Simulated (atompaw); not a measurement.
# Before and after: PAW (atompaw) potential for B

B (Z = 5), PAW, made with atompaw 4.2.0.5 (PBE, non-relativistic). Core [He], reference 2s2 2p1. Waves: 2s (bound): rc 1.35 bohr; 2s channel at 2.5 Ry: rc 1.35 bohr; 2p (bound): rc 3.00 bohr; 2p channel at 4.8 Ry: rc 3.00 bohr. Local part: troulliermartins scheme with l = 2 at -0.5 Ry, radius 2.95 bohr. Core correction: smooth core density matched at 2.55 bohr. Augmentation charge: besselshape compensation charge, radius 2.55 bohr; PAW radius 3.00 bohr; waves and projectors: custom rrkj vanderbiltortho.

Change: all radii scaled by about 1.14 (s 1.54, p 3.42 bohr); local potential troulliermartins scheme with l = 2 at -0.5 Ry, radius 3.36 bohr; augmentation besselshape compensation charge, radius 2.92 bohr; PAW radius 3.42 bohr; waves and projectors: custom rrkj vanderbiltortho; core correction smooth core density matched at 2.92 bohr.

Cutoffs: the cutoffs (Ry, on a coarse ladder) from which the occupation-weighted sum of valence levels, in a spherical-Bessel basis at the reference potential, stays within 10 and 1 mRy of its value at 400 Ry; they do not see the model core or the augmentation charge, which bear on the density cutoff.

**Question.** What does the change do?

**Answer.** The potential gets softer (12 Ry and 18 Ry → 6 Ry and 10 Ry); neither file shows a bound ghost. A larger radius leaves more room for a smooth pseudo-wave, so fewer plane waves are needed.

```tsv
quantity	base	changed
cutoff, loose	12 Ry	6 Ry
cutoff, tight	18 Ry	10 Ry
loose cutoff by channel (10 mRy a level)	s 8 Ry, p 6 Ry	s 6 Ry, p 6 Ry
bound ghosts	none	none
lowest overlap eigenvalue by channel	s 0.68, p 1.00	s 0.66, p 0.20
```

 The cutoffs see the waves, projectors and local potential, not the compensation charge or the core.
